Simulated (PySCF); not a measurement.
Molecule: SMILES COC1CCCCC1, C7H14O.

Structure with atom numbers: `[CH3:1][O:2][CH:3]1[CH2:4][CH2:5][CH2:6][CH2:7][CH2:8]1`; H(Xn) means a hydrogen on atom n. Ha(C4), Ha(C5), Ha(C6), Ha(C7), Ha(C8) are cis to O2 on the ring; Hb(C4), Hb(C5), Hb(C6), Hb(C7), Hb(C8) are trans to O2 on the ring.

Geometry PBE0-D3(BJ)/def2-SVP throughout; GIAO in PySCF 2.14, gas phase, one conformer, non-relativistic; equivalent atoms averaged; basis pcSseg-1.

For orientation, LC-wPBE gives these absolute shieldings σ: C1 133.0, C5/C7 164.5, H(C1) 28.08, Hb(C4)/Hb(C8) 29.51, Ha(C5)/Ha(C7) 29.86, Hb(C6) 29.99, Hb(C5)/Hb(C7) 30.36, Ha(C6) 30.38, Ha(C4)/Ha(C8) 30.43 ppm.

A run gave: C1 122.2, C5/C7 152.4, H(C1) 27.30, Hb(C4)/Hb(C8) 28.71, Ha(C5)/Ha(C7) 29.06, Hb(C6) 29.26, Hb(C5)/Hb(C7) 29.61, Ha(C6) 29.78, Ha(C4)/Ha(C8) 29.95 ppm (absolute shieldings σ).

Problem. Which functional was used in that run?
A. WP04
B. PBE0
C. PBE
D. LDA

Solution. D. H(C1) tells them apart best: LDA gives 27.30, PBE gives 27.76, WP04 gives 28.43, PBE0 gives 27.97 ppm.
